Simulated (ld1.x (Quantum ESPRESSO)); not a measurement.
**Building the RRKJ potential for As (Z = 33) (PBE, scalar-relativistic).**

arsenic, norm-conserving RRKJ (Kleinman–Bylander form), made with ld1.x (Quantum ESPRESSO) 7.5 (PBE, scalar-relativistic). Core [Ar] 3d10, reference 4s2 4p2 (charge +1). Waves: 4p (bound): rc 1.60 bohr; 4d channel at 0.4 Ry: rc 1.40 bohr; 4s (bound): rc 1.40 bohr. Local part: the s channel. Core correction: a·sin(br)/r model core inside 1.70 bohr.

Poles of the logarithmic derivatives, all-electron (AE) and pseudo (PS). s: poles at 2.7 (AE) and 2.4 (PS) Ry. p: poles at 4.5 (AE) and 4.9 (PS) Ry. d: poles at -3.5 (AE) and -3.9 (PS) Ry. Test radius 1.75 bohr.

* Cutoffs needed: 35 Ry and 80 Ry (the cutoffs (Ry, on a coarse ladder) from which the occupation-weighted sum of valence levels, in a spherical-Bessel basis at the reference potential, stays within 10 and 1 mRy of its value at 400 Ry)
* Ghost test: ghost state, extra bound levels that the all-electron valence spectrum of the same l lacks: d at -55.1 eV; a true bound ghost makes a file unfit for plane-wave use (spherical-Bessel basis up to 400 Ry, 20 bohr box)
* Largest excitation error: -256 meV (all-electron minus pseudo) for 4s1 4p0, out of 7 test configurations
